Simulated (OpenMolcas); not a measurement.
Au3+: moving or changing the point charges

Au3+ among 2 point charges of -1 e arranged as a linear pair (D∞h), 2.03 Å from the ion.

```json
{"Program": "OpenMolcas", "Method": "CASSCF", "Basis": "ANO-RCC-VDZP [7s6p4d2f]", "Scalar Hamiltonian": "DKH2, point nucleus", "Active space": "8 electrons in 5 orbitals (5d)", "State averaging": "2S+1 = 3 even, 10 roots; 2S+1 = 1 even, 15 roots", "Spin-orbit coupling": "state interaction with AMFI integrals over the reference wave functions"}
```

Runs around this geometry, states (labels by Λ). Energies in cm-1 above the lowest state or level, χT in cm3 K/mol.

| R (Å) | q (e) | Ground state | First state of that spin | First gap with spin-orbit (degeneracies) | χT at 300 K | First state of another spin |
| --- | --- | --- | --- | --- | --- | --- |
| 2.03 | -0.5 | 3Π | 3Δ 318.9 | 44.8 (1, 2) | 3.570 | 1Σ 11149 |
| 1.88 | -1 | 3Π | 3Σ 1382 | 488.8 (1, 2) | 2.361 | 1Σ 7397 |
| 2.03 | -1 | 3Π | 3Σ 849.4 | 312.3 (1, 2) | 2.898 | 1Σ 8845 |
| 2.26 | -1 | 3Π | 3Σ 390.1 | 181.4 (1, 2) | 3.269 | 1Σ 10392 |

Taking the first state of the same spin as R^-n, n = -ln(390.1 / 1382) / ln(2.26 / 1.88) = 6.9 between the shortest and longest distance.

Without dynamic correlation the repulsion within the d shell is too large (B by tens of per cent), so at a given field states of lower spin stand too high. Real 4d8 and 5d8 ions are as a rule square planar and diamagnetic. Spin-orbit coupling mixes the spin-free states strongly: the lowest level takes only 48 % from its leading state, 3Σ, which lies 431 cm-1 above the lowest spin-free state (figures for R = 2.03, q = -0.5; the like holds for R = 1.88, q = -1, R = 2.03, q = -1, R = 2.26, q = -1). The ground term spreads over less than 5000 cm-1, several times less than with real ligands, so orbital moments are less quenched and χT lies further from the spin-only value than at real sites (holds for R = 2.03, q = -0.5; R = 2.26, q = -1). This is an electrostatic model: the charges have no orbitals. No measured value stands beside these numbers.
